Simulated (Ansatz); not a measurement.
Relaxation of CH$_{5}$BSSi (9 atoms, charge 0, multiplicity 1), to a largest force component of 0.015 eV/Å in at most 40 steps.

Method: RKS CAM-B3LYP-D4/STO-3G (Ansatz).

```xyz
9
Properties=species:S:1:pos:R:3:forces:R:3
B -0.672 1.236 -0.725 -2.44 3.36 -0.33
C 0.222 0.033 -0.688 -4.71 2.89 9.16
Si 0.377 -0.913 0.869 2.57 0.60 3.26
S 0.882 -0.462 -1.899 5.95 -4.16 -11.12
H -0.902 1.856 -1.767 0.50 -1.00 1.32
H -1.258 1.673 0.245 0.65 -0.59 -0.82
H 1.750 -1.573 0.919 -1.79 0.72 -0.14
H -0.613 -1.912 0.957 -0.66 -0.59 0.07
H 0.303 0.017 2.071 -0.07 -1.24 -1.40
```

Where does it end, and by what steps?

It converged. Limits of this set-up: minimal basis. After 20 steps the energy has fallen by 2.363 eV; H6 moved furthest, 1.27 Å. The start is strongly strained (largest force component 11 eV/Å). Joined: B1–S4.

| step | energy less start (eV) | largest force component (eV/Å) | accepted |
| --- | --- | --- | --- |
| 0 | 0.0000 | 11.124 | yes |
| 1 | -1.2367 | 3.446 | yes |
| 2 | -1.1839 | 2.132 | no |
| 3 | -1.4059 | 0.550 | yes |
| 4 | -1.4140 | 0.439 | yes |
| 5 | -1.4203 | 0.164 | yes |
| 6 | -1.4302 | 0.093 | yes |
| 7 | -1.4331 | 0.325 | yes |
| 8 | -1.4383 | 0.187 | yes |
| 9 | -1.4649 | 0.300 | yes |
| 10 | -1.4710 | 0.771 | yes |
| 11 | -1.5602 | 0.532 | yes |
| 12 | -1.7279 | 0.906 | yes |
| 13 | -2.0385 | 1.301 | yes |
| 14 | -2.2311 | 1.793 | yes |
| 15 | -2.2750 | 0.767 | yes |
| 16 | -2.3109 | 0.776 | yes |
| 17 | -2.3586 | 0.061 | yes |
| 18 | -2.3629 | 0.083 | yes |
| 19 | -2.3632 | 0.017 | yes |
| 20 | -2.3632 | 0.002 | yes |

```xyz
9
Properties=species:S:1:pos:R:3
B -0.644 1.280 -0.973
C 0.183 0.124 -0.351
Si 0.389 -1.111 1.024
S 1.013 0.513 -1.720
H -1.610 1.023 -1.575
H -0.525 2.357 -0.538
H 1.562 -1.917 0.810
H -0.787 -1.939 1.049
H 0.508 -0.377 2.256
```

Whether the end is a true minimum wasn't checked by a vibrational analysis.

Time of the run: 51 s on 1 thread of Arm Neoverse V1, with other jobs on the host, peak memory 0.14 GiB.
